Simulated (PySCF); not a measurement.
SeHF, SMILES [SeH]F. Geometry: B3LYP-D3(BJ)/def2-TZVP.

PySCF with TDDFT-B3LYP/def2-TZVPD puts the lowest singlet excitations at 3.01, 5.28, 6.09, 6.86, 7.06, 7.18 eV and the lowest triplet (TDA) at 2.20 eV.

**Question.** What are the lowest singlet roots from EOM-CCSD/aug-cc-pVDZ (PySCF)? (An estimate is asked for; the answer gives what the named calculation found.)

**Answer.** 3.31, 5.60, 6.54, 7.63, 7.74, 8.14 eV; triplets 2.43, 5.13, 5.58 eV. S1 differs by 0.30 eV (second minus first; roots are paired by order, and the bases may differ).
